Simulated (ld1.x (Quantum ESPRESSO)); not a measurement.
Results of a calculation; reference values are marked as such.
# Potentials for B (Z = 5) compared

Generated with ld1.x 7.5 (TM, RRKJ, ultrasoft, PAW), atompaw 4.2 or ONCVPSP 4.0.1. The cutoff is in Ry: for ld1.x and atompaw files where the sum of valence levels is converged to 10 mRy in a Bessel basis, for ONCV files where the hardest occupied wave has 1 mHa per electron of residual kinetic energy. The error is the largest all-electron minus pseudo excitation energy over each file’s own four to seven test configurations (ionisations up to +4, promotions, holes and added fractions of an electron), all of which were solved. The labels leave out finer settings (local radius, basis sizes, second energies), which also bear on the numbers. Spin-polarised tests are not counted. The rows are a selection from randomly drawn settings: files with unsolved tests, undetermined cutoffs or missed reference levels are left out.

A true bound ghost makes a file unfit for plane-wave use even where its test errors are small: the radial tests pick states by their node count and pass the ghost by.

```tsv
potential	cutoff (Ry)	largest error (meV)	bound ghosts
TM semilocal, LDA (PZ), scalar-relativistic, rc 1.20/3.55 (sp), local p, core correction yes, reference 2s2 2p1	21	+447	none
TM semilocal, LDA (PZ), scalar-relativistic, rc 1.05/2.60/2.75 (spd), local d, core correction no, reference 2s2 2p1	45	+222	none
TM, LDA (PZ), fully relativistic, rc 1.10/2.75/2.45 (spd), local p, core correction yes, reference 2s2 2p1	21	+180	none
RRKJ, LDA (PZ), scalar-relativistic, rc 1.70/1.75/1.35 (spd), local p, core correction no, reference 2s2 2p1	25	+123	none
TM, revPBE, scalar-relativistic, rc 1.70/1.85/1.60 (spd), local d, core correction yes, reference 2s1.5 2p1.5	25	+104	none
ultrasoft, PBEsol, scalar-relativistic, rc 1.70/4.15 (sp), local smoothed, core correction yes, reference 2s2 2p1	6	+240	none
PAW, PW91, scalar-relativistic, rc 1.55/3.55 (sp), local smoothed, core correction yes, reference 2s2 2p1	6	+28	none
```

Problem. Fill in the row for B: PAW, PBEsol, scalar-relativistic, rc 1.55/3.45/2.65 (spd), local smoothed, core correction yes, reference 2s1.5 2p1.5.

Solution. cutoff 6 Ry, largest error -6.7 meV, bound ghosts: none.

Problem. Fill in the row for B: ultrasoft, PBEsol, scalar-relativistic, rc 1.15/3.20/3.50 (spd), local smoothed, core correction yes, reference 2s2 2p1.

Solution. cutoff 25 Ry, largest error +43 meV, bound ghosts: s.
